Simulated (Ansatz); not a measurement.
Born–Oppenheimer molecular dynamics of Cl₃GeH (5 atoms, charge 0, multiplicity 1). It starts from a relaxed structure.

Computed with RKS revPBE/def2-SVP in Ansatz.

- ensemble: NVE (velocity Verlet)
- time step: 0.5 fs
- steps asked: 150
- starting velocities drawn for: 500 K
- seed: 144968

First frame:

```xyz
5
Properties=species:S:1:pos:R:3
Ge -0.002 -0.005 -0.002
Cl 0.011 0.018 2.166
Cl 2.046 0.018 -0.711
Cl -1.006 1.780 -0.712
H -0.730 -1.265 -0.516
```

**Question.** How far do the bonds stretch over the last three quarters of this one trajectory? (Pairs bonded in most of those frames.)

**Answer.** 
```
   bond  mean (Å)  spread (Å)  shortest  longest
Ge1–Cl2     2.181       0.014      2.16     2.20
Ge1–Cl3     2.172       0.004      2.16     2.17
Ge1–Cl4     2.175       0.002      2.17     2.18
 Ge1–H5     1.548       0.008      1.53     1.56
```

Mean temperature of the second half: 119 K. The conserved energy stayed within 0.017 meV per atom of its start (net change 0.0022 meV per atom), so the integration is sound. A run of 0.075 ps of so small a system gives no equilibrium averages.

Time of the run: 5.2 min on 1 thread of Intel(R) Xeon(R) Platinum 8259CL CPU @ 2.50GHz (Skylake/Cascade Lake), on a shared host, peak memory 0.15 GiB.
